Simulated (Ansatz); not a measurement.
**A correction line for PBE-D4/def2-TZVPP: vertical ionisation energy**

The vertical ionisation energy (cation less neutral) in eV of 7 molecular compounds of Mg: x at PBE-D4/def2-TZVPP, y at CCSD(T)/def2-TZVPP. Shapes, held fixed at every level: PBE0-D4/def2-TZVP. Programs: Ansatz 0.2.0.

| molecule | x (eV) | y (eV) |
| --- | --- | --- |
| Mg(CH3)(NH2) | 8.30 | 8.59 |
| MgH(NH2) | 8.73 | 8.76 |
| CH4MgO (SMILES C[O][MgH]) | 9.14 | 9.67 |
| CH3ClMgO (SMILES C[O][Mg][Cl]) | 9.38 | 10.03 |
| Mg(OH)2 | 9.73 | 10.86 |
| MgBrCl (SMILES [Cl][Mg][Br]) | 10.33 | ? |
| MgCl2 (SMILES [Cl][Mg][Cl]) | 10.70 | 11.68 |

**Question.** Fit y = c + s·x to the known rows and predict y for MgBrCl.

**Answer.** 
1. Means of the 6 rows: x = 9.3300, y = 9.932.
2. Σ(Δx)² = 3.4964, Σ(Δx·Δy) = 4.9061, so the slope is 4.9061/3.4964 = 1.4032.
3. Intercept: 9.932 − (1.4032) × 9.3300 = -3.160. The largest residual of the fit is 0.37.
4. MgBrCl: -3.160 + 1.4032 × 10.33 = 11.34 eV.

CCSD(T)/def2-TZVPP gives 11.00 eV, so the prediction is off by +0.34 eV, within the largest residual. Uncorrected, PBE-D4/def2-TZVPP misses MgBrCl by -0.67 eV, and the other rows by 0.60 on average. The line overshoots: the miss goes from -0.67 to +0.34. Left out in turn, the other rows are missed by 0.29 eV on average, so much of the error is systematic among these molecules. Cations run unrestricted. Relativity is left out for Br. Outer-core shells of Br, Mg are correlated, in sets that cover them unevenly.
